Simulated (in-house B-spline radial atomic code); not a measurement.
A run on an ion of nuclear charge 2 with 1.55 electrons that did not converge. Method: scalar-relativistic (X2C) OLYP, spin-polarised, spherical fractional occupations, Gaussian nucleus of rms radius 1.6755 fm; computed with an all-electron radial atomic-structure program (B-spline basis).

Command:
```bash
python run_scf.py task.json out
```
Settings (nuclear radius in fm, mass in u):
```
Z                2
configuration    1s1.55
hamiltonian      x2c
method           optx,lyp
spin_polarised   True
nucleus          gauss
rms_radius       1.6755
atomic_mass      4.0026
speed_of_light   137.035999084
```

First and last ten iterations of the last attempt (damped for 15 steps, keeping 80 % of the old Fock matrix, then DIIS):
```
 iter        energy (Eh)    residual
    1          -2.503811    3.55e-02
    2          -2.575764    9.55e-03
    3          -2.577254    7.18e-03
    4          -2.578118    5.37e-03
    5          -2.578613    3.99e-03
    6          -2.578894    2.96e-03
    7          -2.579053    2.19e-03
    8          -2.579142    1.61e-03
    9          -2.579192    1.19e-03
   10          -2.579219    8.72e-04
  111     8362052.279281    6.05e+00
  112    19438487.288030    6.06e+00
  113   169017955.868700    6.36e+00
  114    49640033.304640    8.49e+00
  115    49470700.432470    8.39e+00
  116    49427404.524700    8.38e+00
  117    49418567.413050    8.38e+00
  118    91587559.380670    8.39e+00
  119   168009575.501300    6.33e+00
  120   169190571.201400    6.36e+00
 not converged after 120 iterations
```

The smallest residual met was 6.4e-04; the threshold is about 1e-07. No energy from this run should be used. Cost of the run: 1 s on 1 thread of Arm Neoverse V2 (shared host).
